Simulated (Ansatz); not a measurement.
Isolated molecules relaxed with PBE0-D4/def2-TZVP in Ansatz; ΔE leaves out vibrations. CBS: MP2 limit from def2 TZ/QZ plus the TZ coupled-cluster correction, frozen cores. DFT in def2-TZVPP. Each species was taken in one conformer, which may not be the lowest.

Reaction (substitution at a C–C bond): `C=NCC` + `SB(Cl)Cl` → `CSB(Cl)Cl` + `C=NC`

`C=NCC`:

Cartesian coordinates in Å:
```
C -0.487 -1.865 -0.064
N -0.835 -0.687 0.204
C -0.155 0.393 -0.471
C 0.494 1.323 0.537
H -0.980 -2.698 0.435
H 0.303 -2.108 -0.790
H 0.593 0.021 -1.190
H -0.910 0.947 -1.038
H 1.272 0.803 1.100
H -0.247 1.694 1.246
H 0.951 2.177 0.031
```

`SB(Cl)Cl`:

Z-matrix (Å, degrees):
```
B
S 1 1.787
Cl 1 1.747 2 122.7
Cl 1 1.746 2 117.5 3 -180.0
H 2 1.343 1 96.3 3 -0.1
```

`CSB(Cl)Cl`:

Z-matrix (Å, degrees):
```
C
S 1 1.807
H 1 1.088 2 110.7
H 1 1.088 2 110.7 3 -122.1
H 1 1.089 2 106.4 3 118.9
B 2 1.776 1 104.2 3 61.2
Cl 6 1.750 2 117.2 1 180.0
Cl 6 1.751 2 123.3 1 -0.0
```

`C=NC`:

Z-matrix (Å, degrees):
```
C
N 1 1.439
H 1 1.093 2 109.0
H 1 1.093 2 109.1 3 116.1
H 1 1.100 2 113.7 3 -121.9
C 2 1.257 1 117.9 3 121.5
H 6 1.090 2 119.4 1 -179.9
H 6 1.100 2 123.2 1 0.1
```

| level | ΔE (kcal/mol) |
| --- | --- |
| CAM-B3LYP-D4 | 2.5 |
| PBE | 1.5 |
| RPA@PBE/def2-TZVPP | 3.1 |
| CCSD/def2-SVP | 5.9 |

Problem. What does CCSD(T)/CBS give? (Estimate.)

Solution. Ansatz gave: +2.2 kcal/mol. The listed levels differ from it by 0.3, -0.7, 0.9, 3.7 kcal/mol.

Largest T1 diagnostic among the species: 0.012.

Leaving LDA and LC-ωPBE aside and taking each functional with its dispersion term where it has one, the values, not all of them listed here, spread over 1.5 kcal/mol, from revPBE-D4 to CAM-B3LYP-D4. LDA lies +0.8 kcal/mol from PBE without D4. At CCSD(T), def2-SVP lies +3.5 kcal/mol from the extrapolated value and def2-TZVPP +0.6 kcal/mol. In def2-TZVPP, CCSD(T) changes the Hartree–Fock value by −0.8 kcal/mol (the triples alone add −0.4 kcal/mol) and MP2 by −1.3 kcal/mol.
